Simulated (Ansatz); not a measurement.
COS (SMILES O=C=S), singlet, geometry from GFN2-xTB. Base run: B3LYP/3-21G run with Ansatz (a first-principles code).

Here is a job for Ansatz.
Ansatz 0.2 input:
```yaml
crystal:
  periodic: [false, false, false]
  atoms:
    - {symbol: O, position_ang: [-0.00000000, -0.00000000, -1.66686897]}
    - {symbol: C, position_ang: [-0.00000000, -0.00000000, -0.51282480]}
    - {symbol: S, position_ang: [0.00000000, 0.00000000, 1.02574379]}
basis:
  gaussian:
    orbitals: 3-21G.json
hamiltonian:
  xc: b3lyp
```
The basis file holds 3-21G in the JSON format of the Basis Set Exchange.

The bond that is stretched is that between atoms 3 and 2. A test that says stable can miss a lower solution.

Variants of this job, named by their change:

| change | ΔE vs base (mEh) | <S^2> | stability test says |
|---|---|---|---|
| base | 0.000 | 0.000 | minimum (restricted orbitals) |
| spin_polarized = on; lower_state_search = off | 0.000 | 0.000 | undecided (no full test) |
| spin_polarized = on; lower_state_search = standard | 0.000 | 0.000 | minimum |
| bond × 1.25 | 32.543 | 0.000 | minimum (restricted orbitals) |
| spin_polarized = on; lower_state_search = off; bond × 1.25 | 32.543 | 0.000 | undecided (no full test) |
| spin_polarized = on; lower_state_search = standard; bond × 1.25 | 32.543 | 0.000 | minimum |
| bond × 1.5 | 92.779 | 0.000 | minimum (restricted orbitals) |
| spin_polarized = on; lower_state_search = off; bond × 1.5 | 92.779 | 0.000 | undecided (no full test) |
| spin_polarized = on; lower_state_search = standard; bond × 1.5 | 92.225 | 0.222 | minimum |
| bond × 1.8 | 132.2 | 0.000 | minimum (restricted orbitals) |
| spin_polarized = on; lower_state_search = off; bond × 1.8 | 132.2 | 0.000 | undecided (no full test) |
| spin_polarized = on; lower_state_search = standard; bond × 1.8 | 108.8 | 0.926 | minimum |
| bond × 2.2 | 153.2 | 0.000 | minimum (restricted orbitals) |
| spin_polarized = on; lower_state_search = off; bond × 2.2 | 153.2 | 0.000 | undecided (no full test) |
| spin_polarized = on; lower_state_search = standard; bond × 2.2 | 113.3 | 0.996 | minimum |
| bond × 3.0 | 161.7 | 0.000 | minimum (restricted orbitals) |
| spin_polarized = on; lower_state_search = off; bond × 3.0 | 161.7 | 0.000 | undecided (no full test) |
| spin_polarized = on; lower_state_search = standard; bond × 3.0 | 116.2 | 1.000 | minimum |

Where a bond breaks into two radicals, a solution with restricted orbitals usually stops being the lowest and lies too high; an unrestricted one lies lower at the price of spin contamination, which <S^2> shows.
